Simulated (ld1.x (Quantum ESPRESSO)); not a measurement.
**lead (Pb), RRKJ: configuration errors across variants**

```json
{
 "Element": "lead",
 "Generator": "ld1.x (Quantum ESPRESSO) 7.5",
 "Type": "norm-conserving RRKJ (Kleinman–Bylander form)",
 "Functional": "PBE",
 "Relativity": "scalar-relativistic",
 "Frozen core": "[Xe] 4f14",
 "Valence charge": "14",
 "Reference configuration": "5d10 6s2 6p2",
 "Partial waves": "6p (bound): rc 2.95 bohr; 5d (bound): rc 1.20 bohr; 5f channel at 0.45 Ry: rc 2.75 bohr; 6s (bound): rc 1.45 bohr",
 "Local potential": "the s channel",
 "Core correction": "Bessel-smoothed model core inside 0.75 bohr",
 "rho0": "0.001"
}
```

All-electron excitation energies from the reference (eV): (1) 5d10 6s2 6p1 6.575; (2) 5d10 6s2 6p0 20.020; (3) 5d10 6s1 6p0 52.430; (4) 5d10 6s0 6p0 95.133; (5) 5d10 6s2 6p2.3 -0.799; (6) 5d9 6s2 6p2 27.163; (7) 5d10 6s0 6p4 17.835.

5 further variants failed, have other tests or another functional or relativity, and are left out.

Errors AE − PS in meV (a dash: test not solved or not reliable):

```csv
change,(1),(2),(3),(4),(5),(6),(7),bound ghosts
base,-4.1,-17,+4.4,-80,+0.3,-19,-89,none
wave 5d (bound): rc 1.20 bohr becomes 5d (bound): rc 1.78 bohr,-4.1,-17,+4.7,-79,+0.3,-10,-88,none
wave 6p (bound): rc 2.95 bohr becomes 6p (bound): rc 3.40 bohr,-3.9,-21,-21,-134,+0.3,+8.9,-51,none
wave 6s (bound): rc 1.45 bohr becomes 6s (bound): rc 2.20 bohr,-3.3,-14,-31,-92,+0.4,-168,-42,none
wave 5f channel at 0.45 Ry: rc 2.75 bohr becomes 5f channel at 1 Ry: rc 2.75 bohr,-4.1,-17,+4.4,-80,+0.3,-19,-89,none
"all radii but the core radius scaled by about 1.12 (s 1.62, p 3.30, d 1.34, f 3.08 bohr)",-3.3,-17,-40,-106,+0.3,-106,-12,none
wave 5f channel at 0.45 Ry: rc 2.75 bohr becomes 5f channel at 0.45 Ry: rc 2.72 bohr,-4.1,-17,+4.4,-80,+0.3,-19,-89,none
```

Give the same row for: core correction Bessel-smoothed model core inside 1.20 bohr.

-4.0, -17, +4.4, -76, +0.3, -17, -85; bound ghosts: none.
